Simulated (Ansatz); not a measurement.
`C[SiH](Cl)Br` + H₂ → `C[SiH2]Br` + HCl at 298.15 K and 1 bar (hydrogenolysis of the Si–Cl bond).

Calculated with Ansatz (gas phase, PBE0-D4/def2-TZVP geometries, no zero-point term in ΔE). CBS: MP2 limit from def2 TZ/QZ plus the TZ coupled-cluster correction, frozen cores. This one scheme is used for every species. For Br outer-core shells are correlated without core-valence functions, which leaves a few kJ/mol of doubt a bond. Scalar relativity is left out up to krypton.

```csv
species,CCSD(T)/CBS energy (Eh),H − E (kJ/mol),S (J/(mol·K))
`C[SiH](Cl)Br`,-3362.75163,146.3,341.2
H₂,-1.17544,35.1,130.4
`C[SiH2]Br`,-2903.51417,159.8,309.7
HCl,-460.38127,26.6,186.8
```

H − E and S are ideal-gas, rigid-rotor, harmonic terms from PBE0-D4/def2-TZVP, for one conformer and one mirror image of each species. The MP2-based limit puts H₂ 0.8 mEh under its directly extrapolated value; such offsets cancel only in part. 1 Eh = 2625.50 kJ/mol, R = 8.31446 J/(mol·K).

**Question.** By hand: ΔE, ΔH, ΔS and ΔG.

**Answer.** ΔE = (-2903.51417) + (-460.38127) − (-3362.75163) − (-1.17544) = 0.03163 Eh = 83.0 kJ/mol. Δ(H − E) = 159.8 + 26.6 − 146.3 − 35.1 = 5.0, so ΔH = 88.0 kJ/mol. ΔS = 309.7 + 186.8 − 341.2 − 130.4 = 24.9 J/(mol·K). ΔG = 88.0 − 298.15 × (24.9)/1000 = 80.6 kJ/mol.

**Question.** By hand: the equilibrium constant, and the temperature at which ΔG would vanish if ΔH and ΔS stayed fixed.

**Answer.** log₁₀ K = −ΔG/(RT ln 10) = -14.1. ΔG = 0 at ΔH/ΔS = 3534 K, far beyond where these terms or the molecules hold.

ΔH outweighs TΔS. A doubt of 5 kJ/mol in ΔE shifts log₁₀ K by 0.9 here. Other conformers and mirror images would add mixing entropy, several J/(mol·K) or more a flexible species. These are equilibria of isolated gas molecules and say nothing of rates. Largest T1 diagnostic: 0.008 (customary marks: 0.02 for closed shells, 0.045 for open ones).
